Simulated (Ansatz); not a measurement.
```xyz
6

C     0.0000   -0.3788   -0.0481
O     0.0000   -0.3593    1.0615
N     0.0000    0.6255   -0.7860
H     0.0000   -1.2539   -0.5904
H     0.0000    0.5492   -1.7118
H     0.0000    1.4732   -0.3992
```

Basis set: 6-31G* (spherical functions). Left uncorrelated: 3 orbitals. Charge 0, multiplicity 1.

Computed with Ansatz (development build ahead of 0.2.0); each method stands on the lowest determinant of its kind that the runs found. Restricted open shells among the atoms or ions are ROHF, correlated in semicanonical orbitals with singles.

Task: Give the atomization energy at this shape (free ground-state atoms in the same class of orbitals less the molecule, no zero-point energy) of singlet CH₃NO by RHF-MP2, RHF.

Result:

```json
{"method": "RHF-MP2", "atomization energy": "20.82 eV"}
{"method": "RHF", "atomization energy": "15.07 eV"}
```

Caution: no unrestricted run beside it, a lower state can exist; the shape is not the minimum.
